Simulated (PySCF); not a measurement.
Magnetisability and related constants of `C(=C)[B-]1(C#N)OC(=O)C(=O)O1`, [C$_{5}$H$_{3}$BNO$_{4}$]-, charge -1

Computed, not measured: GIAO PBE0/aug-pcSseg-1 magnetisability, rotational g tensor and spin-rotation constants, non-relativistic, gas phase (PySCF 2.14.0). Geometry: GFN2-xTB.

Input:
```
{"job": {"kind": "mag", "xc": "PBE0", "basis": "aug-pcSseg-1", "isotopologues": 0}, "charge": -1, "multiplicity": 1}
C     -2.415746    -0.683627    -0.362826
C     -1.177860    -0.776981     0.091969
B     -0.019744     0.332511    -0.079851
C     -0.545702     1.686389    -0.666360
N     -0.949967     2.671201    -1.098869
O      0.686061     0.574916     1.243444
C      1.929620     0.195922     1.169658
O      2.734702     0.239163     2.075362
C      2.199914    -0.317939    -0.260154
O      3.254841    -0.749134    -0.674317
O      1.101535    -0.212991    -0.951354
H     -3.150345    -1.468636    -0.234295
H     -2.754704     0.193382    -0.892112
H     -0.893284    -1.684651     0.617539
```
Coordinates are in Å.

Command: `OMP_NUM_THREADS=1 python excited_run.py task.json out`

Question: Show the output.

Answer: Atoms count from 0.
```
coarse grid: 13784 points
cycle   1  E = -571.9177049583  dE =  2.059e+00  |g| = 1.334e+00  |ddm| = 7.641e+00
cycle   2  E = -571.0008082615  dE =  9.169e-01  |g| = 2.637e+00  |ddm| = 5.251e+00
cycle   3  E = -572.2129743620  dE = -1.212e+00  |g| = 4.392e-01  |ddm| = 3.786e+00
cycle   4  E = -572.2468779041  dE = -3.390e-02  |g| = 1.763e-01  |ddm| = 8.755e-01
cycle   5  E = -572.2522086964  dE = -5.331e-03  |g| = 4.863e-02  |ddm| = 2.421e-01
cycle   6  E = -572.2526011263  dE = -3.924e-04  |g| = 2.404e-02  |ddm| = 7.387e-02
cycle   7  E = -572.2527204698  dE = -1.193e-04  |g| = 5.393e-03  |ddm| = 2.906e-02
cycle   8  E = -572.2527261734  dE = -5.704e-06  |g| = 1.326e-03  |ddm| = 9.678e-03
final grid: 139192 points
cycle   9  E = -572.3550290620  dE = -3.392e-05  |g| = 1.579e-02  |ddm| = 2.072e-01
cycle  10  E = -572.3549534247  dE =  7.564e-05  |g| = 2.608e-02  |ddm| = 5.519e-02
cycle  11  E = -572.3550706510  dE = -1.172e-04  |g| = 3.406e-03  |ddm| = 3.362e-02
cycle  12  E = -572.3550728172  dE = -2.166e-06  |g| = 6.975e-04  |ddm| = 5.365e-03
cycle  13  E = -572.3550729005  dE = -8.336e-08  |g| = 2.289e-04  |ddm| = 1.306e-03
cycle  14  E = -572.3550729103  dE = -9.722e-09  |g| = 1.229e-04  |ddm| = 4.518e-04
cycle  15  E = -572.3550729133  dE = -3.045e-09  |g| = 2.820e-05  |ddm| = 1.348e-04
cycle  16  E = -572.3550729135  dE = -1.639e-10  |g| = 6.280e-06  |ddm| = 5.348e-05
converged SCF energy = -572.3550729135

Magnetisability tensor (1e-30 J/T^2)
    -1068.90      -23.49       47.07
      -23.49    -1369.37       55.09
       47.07       55.09    -1159.71
isotropic -1199.33   principal values   -1386.70  -1162.37  -1048.91
isotropic susceptibility -72.225 1e-6 cm^3/mol

Inertial axes            a          b          c
rot. const./GHz      1.8194     0.7904     0.7670
chi total           -63.833    -82.753    -70.089
chi diamagnetic    -748.016  -1561.164  -1621.856
chi paramagnetic    684.183   1478.411   1551.767
quadrupole/D A      -20.889     14.243      6.646
g nuclear            0.5262     0.5229     0.5309
g electronic        -0.5848    -0.5490    -0.5592
g total             -0.0586    -0.0261    -0.0283

Spin-rotation constants (kHz, H = +C I.J)
atom  isotope        aa         bb         cc
  2    11B        0.381      0.147      0.147
  4    14N        0.295      0.079      0.175
 11     1H       -0.092      0.049     -0.071
 12     1H       -0.018      0.020     -0.067
 13     1H       -0.051      0.044     -0.073
  0    13C*       0.559      0.367      0.123
  1    13C*       0.736      0.407      0.128
  3    13C*       0.563      0.152      0.367
  5    17O*      -0.539     -0.110     -0.279
  6    13C*       0.674      0.225      0.358
  7    17O*      -1.038     -0.060     -0.361
* in the singly substituted isotopologue
```

For an ion the centre-of-mass motion in the field is neglected.

It took 75 s wall time on 1 thread of an Arm Neoverse V2, shared host, peak memory 1.4 GiB.
